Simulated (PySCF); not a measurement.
A side-by-side comparison of computed properties.

First species: C10H14.
SMILES: `C#C[C@@H](C=C=C)[C@@H](C)CC`

Second species: C₁₀H₁₄.
Atom-mapped SMILES: `[CH3:1][C:2]#[C:3][C@@H:4]1[CH2:5][C:6]12[CH2:7][CH2:8][CH2:9][CH2:10]2` (hydrogens: H11, H12, H13 on C1; H14 on C4; H15, H16 on C5; H17, H18 on C7; H19, H20 on C8; H21, H22 on C9; H23, H24 on C10)

Structure used (GFN2-xTB), in Å, numbered top down from 1:
```
atom  x, y, z in Å
C1     4.0066   -0.6297    1.0632
C2     2.8303   -0.4528    0.2385
C3     1.8634   -0.3125   -0.4585
C4     0.6955   -0.1431   -1.2639
C5     0.1602    1.2465   -1.5156
C6    -0.5984    0.3113   -0.6274
C7    -1.9276   -0.2763   -1.0814
C8    -2.6024   -0.7271    0.2135
C9    -2.1515    0.3259    1.2224
C10   -0.6757    0.5345    0.8775
H11    4.7101   -1.3024    0.5722
H12    3.7273   -1.0550    2.0275
H13    4.4953    0.3304    1.2299
H14    0.6229   -0.8540   -2.0808
H15   -0.2348    1.4639   -2.4979
H16    0.6868    2.0725   -1.0602
H17   -2.5291    0.4982   -1.5649
H18   -1.8012   -1.0953   -1.7900
H19   -2.2209   -1.7056    0.5092
H20   -3.6857   -0.7898    0.1215
H21   -2.2984    0.0107    2.2545
H22   -2.7080    1.2511    1.0618
H23   -0.3187    1.5238    1.1638
H24   -0.0579   -0.2056    1.3926
```

Levels: PBE0/pcSseg-1 for HOMO energy, LUMO energy and HOMO–LUMO gap. Geometries: GFN2-xTB. Each structure is a single optimised conformer of the isolated species, non-relativistic unless stated; the electronic structure was computed with PySCF and density fitting.

Dipoles, sizes and rotational constants follow the conformer. The torsions of the flexible species, by atom-mapped SMILES:
- `[CH:1]#[C:2][C@@H:3]([CH:4]=[C:5]=[CH2:6])[C@@H:7]([CH3:8])[CH2:9][CH3:10]`: C2–C3–C4–C5 -140°, C2–C3–C7–C8 -63°, C3–C7–C9–C10 62°

The conformers of `CC#C[C@@H]1CC12CCCC2` aren't listed.

Values for the first species:

```
HOMO energy   : -7.33 eV
LUMO energy   : 0.14 eV
HOMO–LUMO gap : 7.47 eV
```

(1) Estimate the same properties for the second species, and the change in each.

Answers

(1) 
```
     property     first    second  second less first
  HOMO energy  -7.33 eV  -6.64 eV           +0.69 eV
  LUMO energy   0.14 eV   1.30 eV           +1.16 eV
HOMO–LUMO gap   7.47 eV   7.94 eV           +0.47 eV
```

